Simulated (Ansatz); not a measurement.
Geometry optimisation, Ansatz, RKS B3LYP-D4/def2-SVP.

input.yaml

```yaml
crystal:
  periodic: [false, false, false]
  atoms:
    - { symbol: Ge, position_ang: [0.0, 0.0, 0.0] }
    - { symbol: H, position_ang: [0.0, 0.0, 1.9] }
    - { symbol: H, position_ang: [1.4616, 0.0, -0.5162] }
    - { symbol: Cl, position_ang: [-1.0456, 1.8115, -0.7393] }
    - { symbol: H, position_ang: [-0.73, -1.2648, -0.5162] }
    - { symbol: "N", position_ang: [0.8285, 1.9267, 0.6969] }
    - { symbol: H, position_ang: [1.668, 1.9396, 1.3439] }
    - { symbol: H, position_ang: [0.3863, 2.8379, 0.3841] }
    - { symbol: H, position_ang: [0.4047, 0.9412, 1.831] }
basis:
  gaussian: { orbitals: def2-SVP }
hamiltonian:
  xc: b3lyp
  dispersion: d4
relax:
  f_tol: 0.15
  max_steps: 25
  restrain:
    - { distance: [0, 5], at: 3.11, k: 30.0 }
    - { distance: [8, 1], at: 1.86, k: 30.0 }
    - { distance: [0, 1], at: 1.55, k: 30.0 }
    - { distance: [8, 5], at: 1.06, k: 30.0 }
```

Launched with:

```bash
$ ansatz run input.yaml --threads 2 --pin off --max-ram 3072MiB --backend cpu --events-out ev --progress --plain --runs-dir out
```

Q: Where does it end, and by what steps?

A: The run converged. The restraints hold the end off the free minimum. After 7 steps the energy has fallen by 4.747 eV (the restraints' own energy left out); N6 moved furthest, 0.86 Å. Joined: N6–H9 (1.56 → 1.03 Å).

```csv
step,energy less start (eV),largest force component (eV/Å),accepted
0,0.0000,4.447,yes
1,-0.9728,3.693,yes
2,-2.1061,4.292,yes
3,-3.4027,3.769,yes
4,-4.2186,1.559,yes
5,-4.6670,0.700,yes
6,-4.7393,0.701,yes
7,-4.7475,0.774,yes
```

```xyz
9
Properties=species:S:1:pos:R:3
Ge -0.102 -0.170 -0.044
H -0.256 -0.087 1.490
H 1.353 -0.028 -0.509
Cl -1.285 1.426 -0.947
H -0.717 -1.477 -0.581
N 1.045 2.339 1.417
H 1.917 1.929 1.088
H 0.525 2.676 0.611
H 0.493 1.584 1.858
```

Run time: 8.5 s on 2 threads of AMD EPYC 9R45 96-Core Processor (Zen 5) (shared host), peak memory 0.22 GiB.
